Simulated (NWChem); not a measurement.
C3H3, doublet; SMILES C(=C)=[CH]

All runs: NWChem. Pople sets run with spherical d functions. Spin-unrestricted. In the optimisation the excess spin sits in b1 (C2v, its own frame). Geometry: optimised at PBE0/def2-SVP, spin-unrestricted. No stability test was run on the SCF state. Solvent water, SMD (1 M gas to 1 M solution), gas-phase geometry. Reactions with the solvent are ignored.

```tsv
level	basis functions	solvation free energy (kcal/mol)	cavity-dispersion-structure term (kcal/mol)	dipole in solution (D)
PBE0/STO-3G	18	2.2	4.3	0.01
PBE0/3-21G	33	-0.1	4.3	0.24
PBE0/6-31G*	48	0.2	4.3	0.17
PBE0/6-311G**	72	0.1	4.3	0.30
```
